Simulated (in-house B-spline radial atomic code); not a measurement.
What moves the levels of Ge+ ([Ar] 3d10 4s2 4p1)? Method: Dirac-Hartree-Fock, average of the jj configuration, Fermi nucleus of rms radius 4.0414 fm. Calculated with a radial B-spline atomic code at the basis-set limit.

Baseline run (computed): total energy -2097.2233 hartree, 1s1/2 at -411.3995 hartree, 4p1/2 at -15.509 eV with <r> = 2.561 bohr.

Changing the nucleus:

```
                                      nucleus  ΔE (eV)
Fermi nucleus of rms radius 4.0576 fm, A = 72  0.00267
Fermi nucleus of rms radius 4.0632 fm, A = 73   0.0036
Fermi nucleus of rms radius 4.0742 fm, A = 74  0.00542
Fermi nucleus of rms radius 4.0811 fm, A = 76  0.00656
```

A larger nucleus binds the electrons less, roughly as the density at the nucleus times the change of the nuclear <r²>. The reference is A = 70.
